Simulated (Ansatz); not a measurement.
Two spin states of SiNi, each at its own minimum; 2S+1 = 1, 3, 5 were tried, and the measured ground state has 1. No spin–orbit coupling. Ni is treated without relativity.

| level | energy of the multiplicity-5 state above the multiplicity-1 state (eV) |
|---|---|
| PBE/def2-TZVPP | 1.658 |
| PBE0/def2-TZVPP | 0.309 |
| wB97X-V/def2-TZVPP | 0.587 |
| CCSD/def2-TZVPP | 0.002 |
| CCSD(T)/def2-TZVPP | 1.094 |

The rows run from 0.002 (CCSD/def2-TZVPP) to 1.658 eV (PBE/def2-TZVPP). The 3 functionals in def2-TZVPP without D3 or D4 span 1.349, from PBE0 to PBE.

Each state is the lowest solution found for its spin in def2 and cc sets. The singlet is a restricted closed-shell determinant, which can mix singlet states where a π or δ shell is part-filled.

Correlated levels freeze the inner cores; with def2 sets outer-core shells near the valence are correlated too.

Doubts at one or more of the structures used: T1 above 0.05 (CCSD/def2-TZVPP, CCSD(T)/def2-TZVPP); a restricted determinant that unrestricted orbitals would lower (CCSD/def2-TZVPP, CCSD(T)/def2-TZVPP).

The values were computed with Ansatz (a quantum-chemistry and plane-wave program) with Gaussian orbitals.
